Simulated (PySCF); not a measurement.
## Aluminium: a sound run and one with changed settings

Sound run: Al+ [Ne] 3s2, Al(2+) [Ne] 3s1. All numbers are calculated (PySCF 2.14, the spin-free X2C one-electron Hamiltonian (Gaussian nucleus), in cc-pVDZ-DK). In the sound run the correlated levels freeze [Ne]. The sound run starts from symmetry-adapted Hartree-Fock orbitals and uses a fine grid where one is needed.

Changed run: basis STO-3G, all-electron and non-relativistic. This setting is unsound on purpose.

```json
{"species": "Al+", "method": "UHF", "sound run (hartree)": "-242.10361", "changed run (hartree)": "-238.88005", "converged": "yes"}
{"species": "Al+", "method": "M06-L", "sound run (hartree)": "-242.56309", "changed run (hartree)": "-239.29520", "converged": "yes"}
{"species": "Al+", "method": "B3LYP", "sound run (hartree)": "-242.60165", "changed run (hartree)": "-239.31355", "converged": "yes"}
{"species": "Al+", "method": "MP2", "sound run (hartree)": "-242.12858", "changed run (hartree)": "-238.90216", "converged": "yes"}
{"species": "Al+", "method": "CCSD(T)", "sound run (hartree)": "-242.14201", "changed run (hartree)": "-238.91866", "converged": "yes"}
{"species": "Al(2+)", "method": "UHF", "sound run (hartree)": "-241.45776", "changed run (hartree)": "-238.27935", "converged": "yes"}
{"species": "Al(2+)", "method": "M06-L", "sound run (hartree)": "n/a", "changed run (hartree)": "-238.63554", "converged": "yes"}
{"species": "Al(2+)", "method": "B3LYP", "sound run (hartree)": "-241.90441", "changed run (hartree)": "-238.65454", "converged": "yes"}
```

Ionisation energy of Al+:

| method | sound run (eV) | changed run (eV) |
| --- | --- | --- |
| UHF | 17.574 | 16.346 |
| M06-L | n/a | 17.950 |
| B3LYP | 18.973 | 17.933 |
| MP2 | 18.254 | 16.948 |
| SCS-MP2 | 18.390 | 17.068 |
| CCSD | 18.619 | 17.397 |
| CCSD(T) | 18.619 | 17.397 |
| CCSDT | 18.619 | 17.397 |
| FCI | 18.619 | 17.397 |

A minimal basis cannot let orbitals breathe on ionisation and holds almost no correlation. The Hamiltonian changed with the basis, so the totals do not compare.

For comparison, NIST gives 18.829 eV between the lowest levels.
